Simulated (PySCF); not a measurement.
System: furan-3-ylsilane, C4H6OSi, charge 0, multiplicity 1. SMILES: [SiH3]c1ccoc1
Coordinates optimised at B3LYP-D3(BJ)/def2-TZVP (Ansatz):
```xyz
12

Si     2.0658     0.1328     0.1515
C      0.2200     0.0320     0.0262
C     -0.7780     0.9562     0.5119
C     -1.9845     0.4444     0.1778
O     -1.8291    -0.7375    -0.4846
C     -0.4924    -0.9667    -0.5648
H      2.6520    -1.0607    -0.5016
H      2.5757     1.3540    -0.5162
H      2.4986     0.1753     1.5685
H     -0.6037     1.8788     1.0399
H     -2.9982     0.7719     0.3256
H     -0.2028    -1.8735    -1.0668
```

Dispersion corrections to the total energy (kcal/mol) from the dftd3 and dftd4 libraries through PySCF: D3(BJ) without and D4 with the three-body term, each with the damping fitted for the functional named.

```tsv
functional	D3(BJ)	D4
HSE06	-4.48	-5.33
TPSS	[?]	-9.21
B2GP-PLYP	-4.44	-2.88
CAM-B3LYP	[?]	-5.80
PBE0	-5.76	-5.74
LC-wPBE	-6.33	[?]
PBE	-6.57	-6.81
```

What belongs in the gaps?


- TPSS, D3(BJ): -8.35
- CAM-B3LYP, D3(BJ): -5.31
- LC-wPBE, D4: -7.56
